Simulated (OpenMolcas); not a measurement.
Worked example: vertical ionisation energy of C4H6O3 (acetic anhydride)

The species is C4H6O3 (13 atoms), meant as a singlet with charge 0. SMILES: `CC(=O)OC(C)=O`. The shape is that of a GFN2-xTB optimisation. This is one conformer, not always the lowest.

Both states at this one shape; open shells run unrestricted unless said. 1 Eh = 27.2114 eV.

| level | program | singlet C4H6O3 (Eh) | doublet [C4H6O3]+ (Eh) | HOMO of the first (eV) |
| --- | --- | --- | --- | --- |
| HF/ANO-S-MB | OpenMolcas | -378.833572 | -378.399080 | -14.07 |
| HF/ANO-S-VDZ | OpenMolcas | -379.420378 | -379.035745 | -12.33 |
| HF/ANO-S-VDZP | OpenMolcas | -379.667517 | -379.320962 | -12.05 |

**Question.** Work out the vertical ionisation energy at each level.

**Answer.** 
1. HF/ANO-S-MB: -378.399080 − (-378.833572) = 0.434492 Eh = 11.82 eV; −ε(HOMO) = 14.07 eV.
2. HF/ANO-S-VDZ: -379.035745 − (-379.420378) = 0.384633 Eh = 10.47 eV; −ε(HOMO) = 12.33 eV.
3. HF/ANO-S-VDZP: -379.320962 − (-379.667517) = 0.346555 Eh = 9.43 eV; −ε(HOMO) = 12.05 eV.

No measured value is set beside it here; the levels span 9.43 to 11.82 eV. In Hartree–Fock, −ε(HOMO) (Koopmans) exceeds the difference of totals by the orbital relaxation of the ion. Minimal sets are far from the basis-set limit. The second state is spin-contaminated at HF/ANO-S-VDZ (⟨S²⟩ = 0.85).
